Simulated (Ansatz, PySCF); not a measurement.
Lewis adduct: BH3 (SMILES B) (first 4 atoms) with H2S (SMILES S); geometry from B3LYP-D3(BJ)/def2-TZVP, rigid monomers moved along the line of their centres of mass till B1···S5 is 3.65 Å.
(charge 0, multiplicity 1):
```xyz
7

B     -0.44935    -0.32521     0.66950
H      0.40568    -0.88714     0.03847
H     -1.24784    -1.05693     1.19111
H     -0.87943     0.69036     0.20214
S      1.47964     0.71462     3.59014
H      0.65108     1.55717     4.23510
H      2.24381     1.72063     3.12501
```

Counterpoise-corrected where a basis set is named; no monomer relaxation.

Codes used: Ansatz (Gaussian orbitals); PySCF for the dispersion terms. 

Give the interaction energy at the level r2SCAN-D3(BJ)/def2-TZVPPD.

-149 meV

Ansatz is a first-principles code.
